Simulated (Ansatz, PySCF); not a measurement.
Noncovalent pair: C2H2 (SMILES C#C) (first 4 atoms) with C2H6O (SMILES COC); geometry from B3LYP-D3(BJ)/def2-TZVP, rigid monomers moved along the line of their centres of mass till H4···O6 is 1.91 Å.
(charge 0, multiplicity 1):
```xyz
13

C      0.536     0.042    -0.219
C      0.053     0.006     0.877
H      0.964     0.073    -1.192
H     -0.374    -0.025     1.857
C     -0.440     1.363     4.151
O     -0.717     0.041     3.735
C      0.141    -0.909     4.335
H      0.584     1.657     3.887
H     -0.569     1.472     5.234
H     -1.142     2.019     3.639
H      1.190    -0.715     4.081
H     -0.144    -1.889     3.956
H      0.037    -0.901     5.427
```

Interaction energies are E(AB) − E(A) − E(B) at the monomers' geometry in the complex; basis-set methods are counterpoise corrected.

Cores are frozen in the correlated methods.

Run with Ansatz (Gaussian basis) for Hartree–Fock, density functionals and correlated methods; PySCF for the dispersion terms. 

PBE/def2-TZVPPD gives -1.81 kcal/mol for the interaction energy.

Q: Where do these levels fall relative to PBE: PBE-D3(BJ)/def2-TZVPPD, r2SCAN/def2-TZVPPD, PBE0/def2-TZVPPD, wB97M-V/def2-TZVPPD, MP2/aug-cc-pVDZ, CCSD(T)/aug-cc-pVDZ.

A: PBE-D3(BJ)/def2-TZVPPD -1.24; r2SCAN/def2-TZVPPD -0.58; PBE0/def2-TZVPPD -0.18; wB97M-V/def2-TZVPPD -0.90; MP2/aug-cc-pVDZ -0.41; CCSD(T)/aug-cc-pVDZ -0.10 kcal/mol. 0 of 6 lie above PBE; the widest gap is to PBE-D3(BJ)/def2-TZVPPD.

Ansatz is a program for electronic structure.
